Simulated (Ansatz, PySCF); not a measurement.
Reaction (SMILES): F[SiH2][SiH](F)F → F[SiH2] + F[SiH]F (the Si-Si bond at the site shown breaks; other sites are not compared here)
Each molecule is optimised on its own at B3LYP-D3(BJ)/def2-TZVP (Ansatz, a quantum-chemistry and plane-wave program), one conformer each, not searched for the lowest. Frequencies are from Ansatz or PySCF.
Geometry of the first species:
```
Si
F 1 1.5979
F 1 1.6002 2 107.34
H 1 1.4757 2 107.51 3 115.67
Si 1 2.3559 4 116.60 2 -123.62
F 5 1.6107 1 108.26 4 55.01
H 5 1.4790 6 108.57 1 -120.90
H 5 1.4800 7 110.01 6 118.13
```

Wanted: bond dissociation energy (enthalpy at 298 K, with B3LYP-D3(BJ) rigid-rotor harmonic-oscillator terms), in kcal/mol. Correlated levels leave the core frozen unless marked. UHF or UKS for open shells. Spin-orbit coupling is left out. No relativistic terms. CBS(X,Y): correlation extrapolated as X^-3; Hartree-Fock from the larger set.

```csv
level,program,bond dissociation energy (kcal/mol)
r2SCAN-D4/def2-TZVPD,Ansatz + dftd4,71.4
HSE06-D3(BJ)/def2-TZVPD,Ansatz + dftd3,74.3
CAM-B3LYP/def2-TZVPD,Ansatz,73.0
MP2/6-31G,Ansatz,61.9
```

Predict the CCSD(T)/CBS(aug-cc-pV(T+d)Z,aug-cc-pV(Q+d)Z) result (Ansatz).

78.9 kcal/mol
